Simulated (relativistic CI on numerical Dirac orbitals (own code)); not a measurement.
Calculated at this level of theory: Dirac-Coulomb-Breit CI, KLI orbitals optimised for each configuration, model QED, unscaled Slater integrals (own radial code, finite nucleus).

The strongest absorption lines from the ground level of an ion, among the configurations computed and to levels below about 40.2 eV (vacuum wavelength in Å, gf): 352.58 (0.19), 359.71 (0.4), 363.16 (0.12), 368.40 (0.18), 368.92 (0.72), 379.13 (1.5), 383.33 (0.9), 393.23 (0.25).

Q: Which ion is it?
A. Au6+
B. Bi10+
C. Au4+
D. Ir4+

A: A. Au6+ has 73 electrons and the ground level 5s²5p⁶5d⁵ ⁶S5/2; the strongest line goes to 5s²5p⁶5d⁴6p ⁶P°7/2. The pattern of lines fixes the number of electrons, and along that sequence the line energies rise steadily with the charge (about as its square where n changes within one kind of shell, about linearly where n is kept but much faster in heavy ions where fine structure, which grows about as Z⁴, sets the gap, and irregularly where shells cross), which fixes Z. Configurations outside the model, such as inner-shell arrays, can give stronger lines. At this charge configurations can still be misplaced by up to about 7 % of their energy. Terms inside the open d or f shell come out 10 to 20 % too wide with unscaled integrals. Levels and lines within the n = 5 or 6 shells can be off by up to 10 % or somewhat more, and those that change n by about 2 %, since core polarisation is missing.

LS names give the leading component of a level, which can be under half, so a name can repeat, a term be missing and a line seem to break the LS rules.
